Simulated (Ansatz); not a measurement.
A nudged elastic band was laid between two geometries of FH5W (7 atoms, charge 0, multiplicity 1).

The calculation used RKS B3LYP-D4/def2-TZVP in Ansatz.

```yaml
movable_images: 9
climbing_image: yes
spring: 5.0 eV/Å²
optimiser: quadratic models (default)
start_path: through a guess of the saddle point
force_threshold: 0.03 eV/Å
iteration_limit: 60
end_points: relaxed
```

Image 0:

```xyz
7
Properties=species:S:1:pos:R:3
W 0.081 -0.236 0.081
H 0.426 0.049 1.707
H 1.707 0.049 0.426
H -0.818 0.874 -0.818
H -1.135 0.559 0.939
F -0.302 -1.984 -0.302
H 0.939 0.559 -1.135
```

Image 10:

```xyz
7
Properties=species:S:1:pos:R:3
W 0.081 -0.237 0.081
H 0.425 0.049 1.708
H 1.707 0.049 0.427
H 0.939 0.561 -1.133
H -1.134 0.559 0.939
F -0.300 -1.984 -0.302
H -0.818 0.872 -0.819
```

Problem. What changes between the two ends?

Solution. No bond is made or broken.  The two ends are copies of one structure, up to a mirror image or an exchange of like atoms.

Problem. What energy profile does the band end with?

Solution. It converged. The highest image is number 5 of 0 to 10, 116.1 kJ/mol above the ends, which have the same energy within 2 meV. A vibrational analysis at the climbing image gives one clearly imaginary mode, 660i cm⁻¹: a first-order saddle point.

```json
{"image": "0", "path coordinate (Å)": "0.00", "energy (kJ/mol)": "0.0"}
{"image": "1", "path coordinate (Å)": "0.50", "energy (kJ/mol)": "20.5"}
{"image": "2", "path coordinate (Å)": "1.00", "energy (kJ/mol)": "47.3"}
{"image": "3", "path coordinate (Å)": "1.50", "energy (kJ/mol)": "52.4"}
{"image": "4", "path coordinate (Å)": "2.00", "energy (kJ/mol)": "82.3"}
{"image": "5", "path coordinate (Å)": "2.50", "energy (kJ/mol)": "116.1"}
{"image": "6", "path coordinate (Å)": "3.00", "energy (kJ/mol)": "82.3"}
{"image": "7", "path coordinate (Å)": "3.50", "energy (kJ/mol)": "52.4"}
{"image": "8", "path coordinate (Å)": "4.00", "energy (kJ/mol)": "47.3"}
{"image": "9", "path coordinate (Å)": "4.50", "energy (kJ/mol)": "20.6"}
{"image": "10", "path coordinate (Å)": "5.00", "energy (kJ/mol)": "0.0"}
```

Problem. What is the geometry of the highest image?

Solution. 
```xyz
7
Properties=species:S:1:pos:R:3
W 0.116 -0.286 -0.063
H 0.157 0.679 1.293
H 1.561 -0.176 0.794
H 0.205 1.469 -0.144
H -1.317 -0.030 0.783
F 0.021 -2.181 -0.149
H 0.157 0.395 -1.614
```

Problem. What are the harmonic wavenumbers there?

Solution. 660i, 165, 458, 498, 643, 798, 826, 904, 1002, 1003, 1894, 2045, 2076, 2078, 2105 cm⁻¹.

The band took 26 iterations and about 13 core-minutes.

Run time: 3.5 min on 4 threads of Arm Neoverse V1, with other jobs on the host, peak memory 0.21 GiB.
